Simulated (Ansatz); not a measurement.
Harmonic frequencies (cm⁻¹) at PBE0-D4/def2-TZVP from Ansatz: 60, 71, 133, 177, 250, 274, 317, 360, 403, 459, 496, 513, 534, 579, 650, 685, 723, 849, 904, 928, 930, 1136, 1368, 1890, 2145, 2173, 2565, 2649, 3026, 3124.

(1) Which molecule is it?
A. `C#CC(C)F`
B. `BC1=[CH][AlH][CH2]1`
C. `[BH2][Ga]1[CH2][SiH2][AlH]1`
D. `CC1BB1F`

## Answers

(1) C.
